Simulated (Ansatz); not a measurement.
CH$_{7}$FNPSi, SMILES `C[Si](N)(F)P`. Charge 0, multiplicity 1. The geometry is a stationary point of PBE0-D4/def2-TZVP. It is one conformer, not always the lowest.

```xyz
12

C    -0.954    1.034    0.599
Si   -0.129   -0.496   -0.048
N    -0.129   -0.450   -1.748
F    -0.949   -1.745    0.558
P     1.995   -0.887    0.568
H    -1.976    1.111    0.215
H    -0.405    1.930    0.300
H    -1.008    1.010    1.689
H     0.382   -1.124   -2.294
H    -0.895   -0.052   -2.267
H     1.705   -0.813    1.956
H     2.364    0.481    0.471
```

Task: What is the dipole moment at r2SCAN/def2-TZVPP? (Estimate.)

Result: Ansatz gave: 2.17 D, with components (-0.62, 1.69, -1.21) D in this frame, pointing from negative to positive charge.

Task: And with PBE, B3LYP, ωB97M-V? (An estimate is asked.)

Result: Computed: PBE 2.13 D, B3LYP 2.12 D, ωB97M-V 2.11 D.

Task: Give the Mulliken charges with r2SCAN, B3LYP, ωB97M-V in def2-TZVPP. (Best estimate.)

Result: Computed: 
| atom | r2SCAN | B3LYP | ωB97M-V |
| --- | --- | --- | --- |
| C1 | -0.32 | -0.40 | -0.45 |
| Si2 | 0.69 | 0.68 | 0.64 |
| N3 | -0.46 | -0.40 | -0.36 |
| F4 | -0.33 | -0.33 | -0.32 |
| P5 | -0.17 | -0.18 | -0.23 |
| H6 | 0.07 | 0.10 | 0.12 |
| H7 | 0.08 | 0.11 | 0.12 |
| H8 | 0.08 | 0.11 | 0.12 |
| H9 | 0.16 | 0.14 | 0.12 |
| H10 | 0.16 | 0.14 | 0.11 |
| H11 | 0.02 | 0.03 | 0.06 |
| H12 | 0.02 | 0.03 | 0.06 |

B3LYP here is the variant with VWN-RPA as its local correlation; programs differ in this.
